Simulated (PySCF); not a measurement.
Electron correlation in Ba (barium, neutral)

[Xe] 6s2, closed-shell 1S. Computed with PySCF 2.14 in Sapporo-DKH3-DZP-2012 (8s6p3d, 41 functions), with the spin-free X2C one-electron Hamiltonian (Gaussian nucleus). Frozen: [Xe]; 2 electrons correlated.

Total MP2 correlation energy: -12.01 mhartree.

Same-spin part 0.00 and opposite-spin part -12.01 mhartree; SCS-MP2 scales them by 1/3 and 6/5 to -14.41 mhartree.

With two correlated electrons CCSD is exact within the correlated space (frozen core and kept virtual orbitals).

| level | correlation energy (mhartree) |
| --- | --- |
| CCSD | -21.98 |

Diagnostics: T1 = 0.0091, D1 = 0.0129, largest double amplitude 0.172.

Question: Is a single reference adequate?

Answer: Not fully. A double-excitation amplitude exceeds 0.15, a sign of near-degeneracy.
